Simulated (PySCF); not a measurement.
Species: C3H7NO2Si.
Atom-mapped SMILES: `[CH3:1][O:2][SiH2:3][O:4][CH2:5][C:6]#[N:7]` (hydrogens: H8, H9, H10 on C1; H11, H12 on Si3; H13, H14 on C5)

Computed with PBE0-D3(BJ)/def2-SVP geometry optimisation, gas phase (PySCF 2.14.0).

Task: List the bond lengths, angles and torsions at this level.

Result: 
| bond | length (Å) |
| --- | --- |
| C1–O2 | 1.400 |
| O2–Si3 | 1.643 |
| Si3–O4 | 1.663 |
| O4–C5 | 1.388 |
| C5–C6 | 1.467 |
| C6≡N7 | 1.156 |
| C1–H8, C1–H9, C1–H10 | 1.103 |
| Si3–H11, Si3–H12 | 1.495 |
| C5–H13, C5–H14 | 1.108 |

Bonds in one row agree within 0.01 Å and their mean is given. A selection of angles:
| angle | degrees |
| --- | --- |
| O2–C1–H8 | 112.1 |
| O2–C1–H9 | 108.5 |
| H8–C1–H9 | 107.9 |
| C1–O2–Si3 | 126.5 |
| O2–Si3–O4 | 104.0 |
| O2–Si3–H11 | 111.6 |
| O4–Si3–H11 | 110.0 |
| H11–Si3–H12 | 109.7 |
| Si3–O4–C5 | 126.1 |
| O4–C5–C6 | 110.4 |
| O4–C5–H13 | 112.4 |
| C6–C5–H13 | 107.3 |
| H13–C5–H14 | 106.8 |
| C5–C6–N7 | 179.0 |

Dihedral angles: C1–O2–Si3–O4 177° (antiperiplanar); O2–Si3–O4–C5 176° (antiperiplanar); Si3–O4–C5–C6 -178° (antiperiplanar).

Si3 (oxygen-bound silicon) is distorted tetrahedral (angles from 104.0° to 112.0°). The 7 heavy atoms lie in one plane (0.017 Å rms).

No frequency check. One conformer, not necessarily the lowest.
